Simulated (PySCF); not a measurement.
An unknown is described by computed data only.

Elements present: C, Cl, H and Si. Monoisotopic mass: 161.9226 u.

| Property | Result |
| --- | --- |
| XPS | Si2p3/2 109.1, Cl2p3/2 206.4 (×3), C1s 291.1, C1s 291.3, Si1s 1849.3, Cl1s 2829.0 (×3) eV [ΔSCF SCAN, pcX-2 on the ionised atom, pcseg-1 elsewhere, spin-free X2C, 2p3/2 from a spin–orbit splitting computed afterwards within the 2p shell] |
| Polarisability | 89.8 au [B3LYP/def2-SVPD] |
| NMR, other nuclei | isotropic shieldings of nuclei other than C and H, by class: 319 (1 Si), 793 (3 Cl) ppm [GIAO KT2/pcSseg-1] |
| Dipole | 2.28 D [B3LYP/def2-SVPD] |
| UV, first state | lowest singlet excitation: 7.32 eV (169 nm, f = 0.000) [TDDFT B3LYP/def2-SVPD] |
| 13C NMR | chemical shifts (computed TMS as zero) by class: 24.2 (1 C), 8.4 (1 C) ppm [GIAO KT2/pcSseg-1] |
| 1H NMR | chemical shifts (computed TMS as zero) by class: 1.13 (2 H), 1.11 (3 H) ppm [GIAO KT2/pcSseg-1] |
| Rotational structure | rotational constants A, B, C: 1.427, 1.184, 1.088 GHz [PBE0-D3(BJ)/def2-SVP] |

The electronic properties come from PySCF, for the isolated species, density fitting. Levels stand in brackets. Isolated species at its PBE0-D3(BJ)/def2-SVP geometry, gas phase. Each NMR value is the plain mean over a class of atoms that symmetry, rotation or inversion makes alike.

Question: Which formula fits the mass and the elements?

Answer: C2H5Cl3Si (calculated 161.9226). No other formula that holds each of these elements comes within 0.0003 u with a fitting electron parity and a possible valence count.

Question: Give a SMILES that accounts for the data.

Answer: 2 carbons fall into 2 classes; from least to most shielded: carbon bonded to C, Si and 2 H (24.2 ppm), carbon bonded to C and 3 H (8.4 ppm). Hydrogen classes from least to most shielded: 2 H on a carbon bonded to C, Si and 2 H (1.13 ppm), 3 H on a carbon bonded to C and 3 H (1.11 ppm). The other shieldings belong to: 319 ppm, silicon bonded to C and 3 Cl; 793 ppm, chlorine bonded to Si. The core levels belong to: Si2p3/2 109.1 eV, silicon bonded to C and 3 Cl; Cl2p3/2 206.4 eV, chlorine bonded to Si; C1s 291.1 eV, carbon bonded to C, Si and 2 H; C1s 291.3 eV, carbon bonded to C and 3 H; Si1s 1849.3 eV, silicon bonded to C and 3 Cl; Cl1s 2829.0 eV, chlorine bonded to Si. One atom of each topological class was ionised and stands for its class. By its constants the optimised geometry is an asymmetric top. Structure: `CC[Si](Cl)(Cl)Cl` (SiEtCl3). The assignments are read from this structure; whether some other isomer fits the data as well wasn't checked.
